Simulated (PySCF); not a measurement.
# What a mistake does to a calculation on BF2H2Si anion

Calculated results; nothing here was measured. The program is PySCF 2.14.0, an open-source quantum chemistry code, run on an isolated molecule that a program drew, which may never have been made. The molecule is BF2H2Si anion (charge -1, singlet), drawn as the SMILES string `FB[SiH-]F`.

Each row is a Hartree-Fock (HF) and frozen-core CCSD(T) single point in the aug-cc-pV(D+d)Z basis, meant for a local HF minimum. Run 1 is clean. Each other run has one planted mistake out of seven kinds, and not every kind appears here: one electron removed, one electron added, multiplicity raised by two, geometry at a saddle point, minimal basis STO-3G, one bond length entered in bohr, all coordinates scaled. The reference is restricted for singlets and unrestricted otherwise, and also for a bond in bohr. Adding or removing an electron swaps singlet and doublet. Electrons count all cores. HOMO and LUMO are orbital energies over both spins, the gradient is its largest component, and the lowest frequency (negative if imaginary) is given only where the gradient is small. Bond lengths are over the 5 bonds as drawn. T1 is the CCSD diagnostic: over 0.02 (restricted) or 0.045 (unrestricted) a single reference is doubtful.

Geometry of the clean run:
```xyz
6
BF2H2Si anion, angstrom
F    -1.7537   -0.2524    0.3372
B    -0.6161    0.1324   -0.3336
Si    0.8798   -1.1842   -0.7225
F     1.8078   -0.3471   -1.8737
H    -0.5730    1.3453   -0.4717
H     0.1363   -2.1515   -1.6414
```

| run | electrons | basis functions | <S^2> | HOMO (eV) | LUMO (eV) | gradient (hartree/bohr) | lowest frequency (cm^-1) | mean bond (Å) | longest bond (Å) | T1 | HF (hartree) | CCSD(T) (hartree) | mistake |
|---|---|---|---|---|---|---|---|---|---|---|---|---|---|
| 1 | 40 | 119 | 0.000 | -2.10 | 3.87 | 1.7e-05 | 141 | 1.5708 | 2.030 | 0.0204 | -513.76626 | -514.42155 | no fault |
| 2 | 40 | 119 | 0.000 | -1.30 | 3.95 | 1.8e-05 | -354 | 1.5256 | 1.886 | 0.0169 | -513.75145 | -514.41327 | geometry at a saddle point |
| 3 | 39 | 119 | 0.769 | -10.58 | -0.33 | 6.0e-02 | - | 1.5708 | 2.030 | 0.0198 | -513.72876 | -514.34783 | ? |
| 4 | 40 | 119 | 0.000 | -2.19 | 3.88 | 1.1e-02 | - | 1.5928 | 2.059 | 0.0206 | -513.76534 | -514.42220 | ? |

**Which mistake was planted in run 3, and what did it cost?**

It counts 39 electrons, one fewer than the clean run, at the same geometry and basis. So the mistake is: one electron removed. Subtracting run 1 and multiplying by 627.51 kcal/mol a hartree, the energy moved by 23.5 kcal/mol in HF and 46.3 kcal/mol in CCSD(T).

**Which mistake was planted in run 4, and what did it cost?**

The mean and the longest bond both change by the same factor, 1.014, and the gradient is no longer small. So the mistake is: all coordinates scaled. Subtracting run 1 and multiplying by 627.51 kcal/mol a hartree, the energy moved by 0.6 kcal/mol in HF and -0.4 kcal/mol in CCSD(T).

Cautions from the logs. Run 1: T1 is over the limit, so its CCSD(T) energy is less reliable; run 4: T1 is over the limit, so its CCSD(T) energy is less reliable.
